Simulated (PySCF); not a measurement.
**How methods differ on the ionisation energy of Er³⁺**

Er³⁺ [Xe] 4f11 [4f5/2^6 4f7/2^5, M_J = 15/2] → Er⁴⁺ [Xe] 4f10 [4f5/2^6 4f7/2^4, M_J = 8], as a difference of total energies. All numbers are calculated (PySCF 2.14, the two-component X2C-1e Hamiltonian, in x2c-TZVPall-2c). Correlated levels: [Ar] 3d10 frozen; the 18 highest virtual spinors dropped. "Screened" scales the spin-orbit matrix elements by Boettger's factors to mimic the two-electron term; Breit and QED terms are absent.

| method | ionisation energy (eV) |
| --- | --- |
| GHF (spin-free) | 38.774 |
| GMP2 (spin-free) | 42.483 |
| GHF (screened spin-orbit) | 38.521 |
| GMP2 (screened spin-orbit) | 42.227 |

How much does correlation contribute at GMP2 (screened spin-orbit)?

42.227 − (38.521) = 3.706 eV, measured against GHF (screened spin-orbit).

The spin-free rows relax to the high-spin LS determinant and lack the spin-orbit shift.

The labels give the starting determinants; with spin-orbit coupling the two ends relaxed to ⟨J²⟩ = 63.76, ⟨L²⟩ = 42.43, ⟨S²⟩ = 3.77 and ⟨J²⟩ = 72.00, ⟨L²⟩ = 42.99, ⟨S²⟩ = 5.83.

For comparison: 42.42 ± 0.04 eV (semi-empirical (NIST evaluation); NIST Atomic Spectra Database, ionization energies).
